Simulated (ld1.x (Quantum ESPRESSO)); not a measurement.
**tin, RRKJ: configuration errors across variants**

```
Element                 : tin (Sn)
Generator               : ld1.x (Quantum ESPRESSO) 7.5
Type                    : norm-conserving RRKJ (Kleinman–Bylander form)
Functional              : PBEsol
Relativity              : scalar-relativistic
Frozen core             : [Kr] 4d10
Valence charge          : 4
Reference configuration : 5s1.75 5p2.25
Partial waves           : 5s (bound): rc 2.00 bohr; 5p (bound): rc 1.80 bohr
Local potential         : the p channel
Core correction         : Bessel-smoothed model core inside 1.15 bohr
rho0                    : 0.02
```

All-electron excitation energies from the reference (eV): (1) 5s2 5p2 -1.729; (2) 5s2 5p1 5.169; (3) 5s2 5p0 19.140; (4) 5s1 5p2 12.856; (5) 5s1 5p0 50.154; (6) 5s0 5p4 12.518; (7) 5s1 5p3 5.279.

5 further variants failed, have other tests or another functional or relativity, and are left out.

A true bound ghost makes a file unfit for plane-wave use even where its test errors are small: the radial tests pick states by their node count and pass the ghost by.

Errors AE − PS in meV (a dash: test not solved or not reliable):

| change | (1) | (2) | (3) | (4) | (5) | (6) | (7) | bound ghosts |
| --- | --- | --- | --- | --- | --- | --- | --- | --- |
| base | -0.6 | -4.9 | -61 | -23 | -353 | -29 | -6.4 | s |
| local potential all-electron potential smoothed inside 1.35 bohr (lloc = -1) | -0.8 | -7.6 | -57 | -43 | -338 | -57 | -10 | s, p, d |
| wave 5p (bound): rc 1.80 bohr becomes 5p (bound): rc 2.02 bohr | -0.5 | -3.8 | -34 | -20 | -240 | -41 | -6.9 | none |
| wave 5s (bound): rc 2.00 bohr becomes 5s (bound): rc 2.78 bohr | -1.8 | -5.6 | -53 | -35 | -368 | -96 | -18 | s |
| all radii but the core radius scaled by about 1.27 (s 2.54, p 2.30 bohr) | -1.4 | -6.3 | -47 | -32 | -304 | -91 | -16 | none |
| all radii but the core radius scaled by about 1.20 (s 2.40, p 2.16 bohr) | -1.0 | -5.4 | -46 | -27 | -292 | -63 | -11 | none |
| type TM; local potential all-electron potential smoothed inside 1.60 bohr (lloc = -1); rho0 0 | -0.4 | -2.3 | -59 | -4.7 | -345 | -13 | -4.3 | s, d |

(1) Give the same row for: core correction Bessel-smoothed model core inside 1.64 bohr.

## Answers

(1) -0.6, -4.8, -61, -23, -353, -29, -6.4; bound ghosts: s.
